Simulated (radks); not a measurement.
Values are calculated unless marked as measured or tabulated.
K3.25+, 15.75 electrons, occupied as [Ne] 3s2 3p(up 2.25, down 1.5) (fractional occupations, a model configuration). Code: a radial shooting solver on a logarithmic mesh with Libxc functionals. Model: non-relativistic Kohn-Sham, PBE, spin-polarised, spherical densities, point nucleus.

Radial electron density D(r) = 4 pi r^2 rho(r):

| r (bohr) | D(r) (e/bohr) | spin D(r) |
|---|---|---|
| 0.003336 | 0.5605 | -0.00000559 |
| 0.00424 | 0.8751 | -0.00000820 |
| 0.005348 | 1.334 | -0.0000112 |
| 0.006744 | 2.013 | -0.0000136 |
| 0.008573 | 3.034 | -0.0000120 |
| 0.01081 | 4.432 | 0.00000285 |
| 0.01363 | 6.333 | 0.0000538 |
| 0.01733 | 8.897 | 0.000202 |
| 0.02186 | 11.93 | 0.000566 |
| 0.02757 | 15.30 | 0.00141 |
| 0.03505 | 18.69 | 0.00339 |
| 0.0442 | 21.18 | 0.00743 |
| 0.05574 | 22.16 | 0.0154 |
| 0.07085 | 21.15 | 0.0307 |
| 0.08936 | 18.70 | 0.0556 |
| 0.1127 | 16.29 | 0.0921 |
| 0.1433 | 15.84 | 0.138 |
| 0.1807 | 18.15 | 0.175 |
| 0.2278 | 21.51 | 0.178 |
| 0.2896 | 22.57 | 0.126 |
| 0.3653 | 19.01 | 0.0389 |
| 0.4606 | 12.41 | -0.00302 |
| 0.5856 | 6.680 | 0.104 |
| 0.7385 | 4.889 | 0.365 |
| 0.9314 | 5.489 | 0.637 |
| 1.184 | 5.408 | 0.691 |
| 1.493 | 3.638 | 0.485 |
| 1.883 | 1.582 | 0.217 |
| 2.394 | 0.4035 | 0.0559 |
| 3.019 | 0.06065 | 0.00839 |
| 3.807 | 0.004497 | 0.000601 |

D(r) has 3 maxima, at r = 0.0557, 0.274, 1.04 bohr, and minima at 0.132, 0.744 bohr, inside which lie 2.16, 10.39 electrons.
